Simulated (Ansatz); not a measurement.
One change: `C=CC(=C)Cl` becomes `C=C(Cl)[SiH2][SiH3]`.

Ansatz, PBE0-D4/def2-TZVP geometries, multiplicity 1. Each molecule was computed in one conformer, which needn't be the lowest.

```tsv
property	`C=CC(=C)Cl`
size of the dipole moment (B3LYP/def2-TZVPP) / D	1.38
LUMO energy (ωB97M-V/def2-TZVPP) / eV	0.84
HOMO energy (PBE/def2-TZVPP) / eV	-6.03
HOMO–LUMO gap (PBE0/def2-TZVPP) / eV	5.82
LUMO energy (PBE0/def2-TZVPP) / eV	-1.23
size of the dipole moment (ωB97M-V/def2-TZVPP) / D	1.39
```

Q: What does the change do to each property? (Estimate.)

A: Computed: 
| property | `C=C(Cl)[SiH2][SiH3]` | shift |
| --- | --- | --- |
| size of the dipole moment (B3LYP/def2-TZVPP) / D | 1.26 | -0.12 |
| LUMO energy (ωB97M-V/def2-TZVPP) / eV | 1.19 | 0.35 |
| HOMO energy (PBE/def2-TZVPP) / eV | -6.46 | -0.43 |
| HOMO–LUMO gap (PBE0/def2-TZVPP) / eV | 6.73 | 0.91 |
| LUMO energy (PBE0/def2-TZVPP) / eV | -0.85 | 0.38 |
| size of the dipole moment (ωB97M-V/def2-TZVPP) / D | 1.30 | -0.09 |

With PBE0 the HOMO falls by 0.53 eV and the LUMO rises by 0.38 eV, so the gap widens by about 0.91 eV. PBE moves the HOMO by -0.43 eV and ωB97M-V by -0.58 eV. Dipoles are sizes alone; their direction can turn.

B3LYP here is the variant with VWN-RPA as its local correlation; programs differ in this.
